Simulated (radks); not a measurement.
Values are calculated unless marked as measured or tabulated.
Task: Ionisation of Ru3+, [Kr] 4d5, to Ru4+, [Kr] 4d4, under several functionals. Dirac Kohn-Sham, spin-unpolarised, spherical densities, finite nucleus; open shells are shared between the two j in proportion to 2j + 1; a radial shooting solver on a logarithmic mesh with Libxc functionals. Known Delta-SCF values: BP86 44.578 eV; PBE 44.507 eV. What does BLYP give, and what is its highest occupied eigenvalue?

Result: 44.378 eV by Delta-SCF; the 4d5/2 eigenvalue is -37.062 eV. NIST: 45 eV (theoretical).

Beside tabulated values, note that spin-unpolarised runs miss the spin-polarisation part of the exchange energy of open shells.
